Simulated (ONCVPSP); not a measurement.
Varying the ONCV potential for P (Z = 15)

Base potential:

```json
{
  "Element": "phosphorus (P)",
  "Generator": "ONCVPSP 4.0.1",
  "Type": "optimised norm-conserving Vanderbilt (ONCV)",
  "Functional": "PBE",
  "Relativity": "scalar-relativistic",
  "Frozen core": "[Ne]",
  "Valence charge": "5",
  "Reference configuration": "3s2 3p3",
  "Partial waves": "3s: rc 1.20 bohr, ncon 3, nbas 6, qcut 6.7 1/bohr, 2 projectors, debl 0.5 Ha; 3p: rc 1.50 bohr, ncon 4, nbas 7, qcut 5.9 1/bohr, 2 projectors, debl 1 Ha; d scattering state at 0.34 Ha: rc 1.50 bohr, ncon 4, nbas 9, qcut 5.8 1/bohr, 1 projector",
  "Local potential": "polynomial inside 1.20 bohr (lpopt 5, dvloc0 4 Ha)",
  "Core correction": "Teter function, fcfact 5.75, rcfact 1.75"
}
```

In the s channel the program set the typed energies aside and used -0.513, 0.250 Ha.

All-electron outer shells of the reference configuration (PBE, scalar-relativistic, ld1.x):

| shell | level (eV) | outermost node (bohr) | outermost maximum (bohr) |
| --- | --- | --- | --- |
| 2s | -173.99 | 0.14 | 0.42 |
| 2p | -124.49 | – | 0.36 |
| 3s | -13.97 | 0.65 | 1.58 |
| 3p | -5.51 | 0.64 | 1.83 |

Cutoffs, loose and tight: the cutoffs (Ha) at which the residual kinetic energy of the hardest occupied pseudo-wave falls to 1 and 0.1 mHa per electron. They do not see the model core or the augmentation charge, which bear on the density cutoff. Test errors are all-electron minus pseudo excitation energies from the reference, over the configurations 3s2 3p2; 3s2 3p1; 3s2 3p0; 3s0 3p5. A dash means not determined; rows that change the core or the reference have their own tests.

A true bound ghost makes a file unfit for plane-wave use even where its test errors are small: the radial tests pick states by their node count and pass the ghost by.

```tsv
change	outcome	cutoff, loose	cutoff, tight	bound ghosts	GHOST(+) flags above zero	largest test error (meV)
base	generated, projector energies reset by the program	17 Ha	90 Ha	s	p	-192
local potential polynomial inside 1.20 bohr (lpopt 5, dvloc0 -1 Ha)	generated, projector energies reset by the program	17 Ha	90 Ha	s	none	-192
local potential polynomial inside 1.20 bohr (lpopt 5, dvloc0 1 Ha)	generated, projector energies reset by the program	17 Ha	90 Ha	s	none	-192
local potential polynomial inside 1.20 bohr (lpopt 5, dvloc0 2.5 Ha)	generated, projector energies reset by the program	17 Ha	90 Ha	s	none	-192
local potential polynomial inside 1.20 bohr (lpopt 5, dvloc0 4.5 Ha)	generated, projector energies reset by the program	17 Ha	90 Ha	s	p	-192
local potential polynomial inside 1.20 bohr (lpopt 5, dvloc0 6 Ha)	generated, projector energies reset by the program	17 Ha	90 Ha	s	p	-192
local potential polynomial inside 1.20 bohr (lpopt 5, dvloc0 7 Ha)	generated, projector energies reset by the program	17 Ha	90 Ha	s	p	-192
```

Question: What comes out with this change to the base: local potential polynomial inside 1.20 bohr (lpopt 5, dvloc0 -2.5 Ha)?

Answer: outcome: generated, projector energies reset by the program; cutoff, loose: 17 Ha; cutoff, tight: 90 Ha; bound ghosts: s, d; GHOST(+) flags above zero: none; largest test error (meV): -192.

Question: What comes out with this change to the base: local potential polynomial inside 1.20 bohr (lpopt 5, dvloc0 8.5 Ha)?

Answer: outcome: generated, projector energies reset by the program; cutoff, loose: 17 Ha; cutoff, tight: 90 Ha; bound ghosts: s, p; GHOST(+) flags above zero: none; largest test error (meV): -192.

Reading the sweep of the dvloc0 (base included, trends over the rows without a ghost): Bound ghosts are found at -2.5, -1, 1, 2.5, 4, 4.5, 6, 7, 8.5 Ha. Every judged row has one, so this setting neither creates nor removes them.
